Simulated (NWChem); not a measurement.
Species: dithienothiophene (C8H4S3); SMILES c12sc3ccsc3c1scc2

Results from NWChem. Medium grid unless said otherwise, to which SCAN and Minnesota functionals are sensitive. Geometry: optimised at B3LYP/6-31G* (spherical d). No frequency run checked for a minimum. Hybrids' shares of exact exchange are those that their runs print; pure functionals count as 0. The functionals differ in more than this share.

```csv
row,share of exact exchange,orbital gap (eV)
PBE/def2-SVP,0.00,3.29
TPSS/def2-SVP,0.00,3.37
B3LYP/def2-SVP,0.20,4.55
r2SCAN0/def2-SVP,0.25,5.05
MPW1K/def2-SVP,0.43,6.08
M05-2X/def2-SVP,0.56,withheld
```

Fit a straight line of the last column on the one before it, predict the withheld value, and compare with the run.


1. Means of the 5 shown rows: x = 0.176, y = 4.468. Slope Σ(x − x̄)(y − ȳ)/Σ(x − x̄)² = 0.8551/0.1325 = 6.452; intercept 3.332.
2. The shown rows scatter about the line by 0.064 (root mean square); the largest residual is +0.10, at r2SCAN0/def2-SVP.
3. At x = 0.56 (M05-2X/def2-SVP; beyond the shown range) the line gives 6.95.
4. The run gives 6.80, -0.15 from the line, 2.4 times the scatter.
